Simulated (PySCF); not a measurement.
SnFI3, SMILES [Sn]([I])([F])([I])[I].

Coordinates come from a B3LYP-D3(BJ)/def2-SVP optimisation. The structure was generated by enumeration; whether it is a known compound was not checked. The def2 effective core potentials stand for the cores of I, Sn; spin–orbit coupling is left out.

The numbers are results of B3LYP-D3(BJ)/def2-SVP (PySCF 2.14.0), not measurements.

Frequencies are harmonic and unscaled.

Modes within 1.5 cm⁻¹ of each other (mostly degenerate sets) share a row, with their intensities summed.

```csv
mode,ν (cm⁻¹),IR (km/mol),moving atoms (share of kinetic energy)
1–2,48,0.4,"I 85 %, Sn 10 %"
3,69,0.6,"I 49 %, Sn 44 %"
4–5,129,19.9,"F 82 %, I 16 %"
6,162,1.0,"I 78 %, Sn 19 %"
7–8,228,97.3,"Sn 64 %, I 35 %"
9,627,54.8,"F 86 %, Sn 14 %"
```
